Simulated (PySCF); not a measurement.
Computed IR spectrum (relative IR intensity) of a molecule C3H8N, multiplicity 2. Coordinates come from a PBE-D3(BJ)/def2-SVP optimisation. One conformer was computed; it need not be the lowest. Calculation: PySCF 2.14.0 with PBE-D3(BJ)/def2-SVP. Frequencies are harmonic and unscaled.

Lines under 2 % of the strongest are left out, and lines within 2 cm⁻¹ are merged.

ν (cm⁻¹): 120 (w), 186 (vw), 253 (vw), 602 (vs), 794 (vw), 1322 (w), 1368 (w), 1395 (w), 1555 (m), 2797 (s), 2813 (s), 2962 (w), 2964 (w), 3053 (w) (against the strongest line: vs over 80 %, s over 45 %, m over 15 %, w over 4 %, vw less)

Q: Pick the molecule that these values belong to.
A) [CH2]CNC
B) C[C](C)N
C) C[CH]NC
D) [CH2]C(C)N

A: B, C[C](C)N
